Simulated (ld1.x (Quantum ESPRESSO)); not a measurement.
ruthenium: variants of one RRKJ potential

Base potential:

ld1.x (Quantum ESPRESSO) 7.5 input, shortened:

```
&input
   title='Ru', zed=44., rel=2, dft='PBE', iswitch=3,
   config='[Kr] 4d7 4f-2 5s1 5p0', rel_dist='average'
 /
 &inputp
   pseudotype=2, tm=.false., rho0=0.005, lloc=-2, rcloc=1.55,
   nlcc=.true.
 /
4
5S  1  0   1.00   0.00  2.60  2.60  0.0
5P  2  1   0.00   0.00  3.25  3.25  0.0
4D  3  2   7.00   0.00  1.90  1.90  0.0
4F  4  3  -2.00   0.45  2.90  2.90  0.0
 &test
   configts(1)='4d7 5s1 5p0'
 /
```

Open shells are filled in proportion to 2j + 1 (rel_dist='average').

Cutoffs, loose and tight: the cutoffs (Ry, on a coarse ladder) from which the occupation-weighted sum of valence levels, in a spherical-Bessel basis at the reference potential, stays within 10 and 1 mRy of its value at 400 Ry. They do not see the model core or the augmentation charge, which bear on the density cutoff. Test errors are all-electron minus pseudo excitation energies from the reference, over the configurations 4d7 5s0 5p0; 4d6 5s0 5p0; 4d5 5s0 5p0; 4d6 5s1 5p1; 4d4 5s0 5p0; 4d7 5s0 5p1; 4d8 5s0 5p0. A dash means not determined; rows that change the core or the reference have their own tests. The largest error is taken over the tests solved by every variant that gives reliable tests at all: 4d4 5s0 5p0; 4d5 5s0 5p0; 4d6 5s0 5p0; 4d7 5s0 5p0; 4d8 5s0 5p0.

A true bound ghost makes a file unfit for plane-wave use even where its test errors are small: the radial tests pick states by their node count and pass the ghost by. Where a test does run into it, the solver fails or the error is huge.

```csv
change,outcome,"cutoff, loose","cutoff, tight",bound ghosts,largest test error (meV)
base,generated,40 Ry,50 Ry,s,-1027
local potential all-electron potential smoothed inside 1.36 bohr (lloc = -2),generated,40 Ry,45 Ry,"s, p3/2",-1009
local potential all-electron potential smoothed inside 1.70 bohr (lloc = -2),failed: compute_chi: n is too large,–,–,–,–
local potential all-electron potential smoothed inside 2.42 bohr (lloc = -2),generated,40 Ry,50 Ry,none,-1331
local potential all-electron potential smoothed inside 2.68 bohr (lloc = -2),generated,40 Ry,45 Ry,none,-1475
local potential all-electron potential smoothed inside 3.14 bohr (lloc = -2),generated,40 Ry,50 Ry,none,-1736
local potential all-electron potential smoothed inside 3.54 bohr (lloc = -2),generated,40 Ry,50 Ry,none,-1975
```

Reading the sweep of the rcloc (base included, trends over the rows without a ghost): The loose cutoff stays near 40 Ry. The median size of the test errors (rows with all tests solved) rises from 76.8 meV at 2.42 to 169.9 meV at 3.54 bohr. Bound ghosts are found at 1.36, 1.55 bohr. The generation fails at 1.7 bohr.
